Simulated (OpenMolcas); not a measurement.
**neutral indium: effect of the active space**

```
Program             : OpenMolcas 26.06
Method              : CASSCF
Basis               : ANO-RCC-VDZP
Scalar Hamiltonian  : DKH2, point nucleus
Spin-orbit coupling : RASSI with atomic mean-field integrals over the reference wave functions, term energies averaged over their components
```

A. 3 electrons in 4 orbitals (5s 5p); 2S+1 = 4 odd, 1 root (0 in the spin-orbit step); 2S+1 = 2 odd, 3 roots; 2S+1 = 4 even, 3 roots; 2S+1 = 2 even, 5 roots; cost roughly 14 core-seconds
B. 3 electrons in 8 orbitals (5s 5p 6s 6p); 2S+1 = 4 odd, 1 root (0 in the spin-orbit step); 2S+1 = 2 odd, 3 roots; 2S+1 = 4 even, 3 roots; 2S+1 = 2 even, 5 roots (0 in the spin-orbit step); cost of the order of 12 core-seconds

Energies in eV above 5s² 5p ²P°_1/2, the measured ground level; measured values from NIST Handbook of Basic Atomic Spectroscopic Data.

| Level | A | B | Measured |
| --- | --- | --- | --- |
| 5s² 5p ²P°_1/2 | 0.0000 | 0.0000 | 0.0000 |
| 5s² 5p ²P°_3/2 | 0.2586 | 0.2098 | 0.2743 |
| 5s 5p² ⁴P_1/2 | 3.3200 | 3.4835 | 4.3367 |
| 5s 5p² ⁴P_3/2 | 3.4140 | 3.5789 | 4.4660 |
| 5s 5p² ⁴P_5/2 | 3.5669 | 3.7380 | 4.6434 |

Deviations, from unrounded energies. A percentage is the sum of absolute deviations over the sum of measured energies, with the sign that they share, or ± where signs differ.

| Against measurement | Levels | A | B |
| --- | --- | --- | --- |
| mean absolute deviation (cm-1) | 4 | 6400 | 5500 |
| fine structure of the ground term (%) | 1 | -5.8 | -23.5 |
| other configurations (%) | 3 | -23.4 | -19.7 |

B lies closest to measurement on these levels. The largest miss of B in the table is 5s 5p² ⁴P_5/2, by -7300 cm-1. The ranking rests on the paired levels alone, and a cruder setting can come out closer through cancelling errors.

Between A and B the level of the table that moves most is 5s 5p² ⁴P_5/2, by 1400 cm-1 (lowest in A, highest in B).

Some high roots are left out of the spin-orbit mixing, which shifts the levels that they would mix with. Without dynamic correlation excited terms often stand tens of per cent too high (terms of higher spin than the ground term too low), and those without a measured partner can miss by more than the paired ones. Terms of s pⁿ other than that of highest spin mix with s² pⁿ⁻² d, which this space lacks; all of them can be thousands of cm-1 off, and some have no real level of that name. Active for correlation alone: 6p 6s; no level in the range computed is led by a configuration that fills them, so any true level of that kind is missing (holds for B). Computed and measured levels are paired by configuration, term and J; levels that our copy of the source lacks, or whose pairing is in doubt (as where it misses far off the trend of its configuration), stay unpaired and out of the deviations. Only configurations of the active space appear. Levels that lie high or do not pair safely by name in every column are left out.

° marks odd parity.
